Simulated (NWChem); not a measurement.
Molecule: BHSCl₂; SMILES SB(Cl)Cl

Program: NWChem. Geometry: optimised at PBE0/def2-SVP. One conformer.

Diagonal of the polarisability tensor at PBE/def2-SVPD, static: 71.62, 77.26, 47.59 bohr³.

### Question
Find the mean polarisability volume, the molar refraction, and the refractive index that an ideal gas of it would have at 273.15 K and 1 atm.

### Answer

1. Mean: one third of the trace = 65.49 bohr³ × 0.14818 Å³/bohr³ = 9.70 Å³.
2. Molar refraction (Lorentz-Lorenz): (4π/3) N_A α = 24.5 cm³/mol.
3. Number density p/kT = 2.687 × 10⁻⁵ Å⁻³; n − 1 = 2π N α = 16.38 × 10⁻⁴.
4. These hold the electronic response alone: vibrational and orientational terms add to the static dielectric constant.
